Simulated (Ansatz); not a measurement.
`C[O][Al]([F])[Cl]` and `[F][Al]([Cl])[GeH3]` differ in one atom or group.

Ansatz, PBE0-D4/def2-TZVP geometries, multiplicity 1. Each molecule was computed in one conformer, which needn't be the lowest.

Scalar relativity is left out up to krypton.

```tsv
property	`C[O][Al]([F])[Cl]`
LUMO energy (ωB97M-V/def2-TZVPP) / eV	0.76
LUMO energy (B3LYP/def2-TZVPP) / eV	-1.21
LUMO energy (PBE0/def2-TZVPP) / eV	-0.90
HOMO–LUMO gap (PBE0/def2-TZVPP) / eV	7.80
HOMO–LUMO gap (PBE/def2-TZVPP) / eV	5.37
size of the dipole moment (ωB97M-V/def2-TZVPP) / D	2.01
```

(1) Give the same properties after the change, and the shifts. (Estimate.)

## Answers

(1) Ansatz gave: 
| property | `[F][Al]([Cl])[GeH3]` | shift |
| --- | --- | --- |
| LUMO energy (ωB97M-V/def2-TZVPP) / eV | 0.13 | -0.63 |
| LUMO energy (B3LYP/def2-TZVPP) / eV | -1.76 | -0.55 |
| LUMO energy (PBE0/def2-TZVPP) / eV | -1.58 | -0.68 |
| HOMO–LUMO gap (PBE0/def2-TZVPP) / eV | 6.86 | -0.94 |
| HOMO–LUMO gap (PBE/def2-TZVPP) / eV | 5.00 | -0.37 |
| size of the dipole moment (ωB97M-V/def2-TZVPP) / D | 1.49 | -0.52 |

With PBE0 the HOMO rises by 0.27 eV and the LUMO falls by 0.68 eV, so the gap narrows by about 0.95 eV. PBE moves the HOMO by -0.15 eV and ωB97M-V by 0.67 eV. Dipoles are sizes alone; their direction can turn.

B3LYP here is the variant with VWN-RPA as its local correlation; programs differ in this.
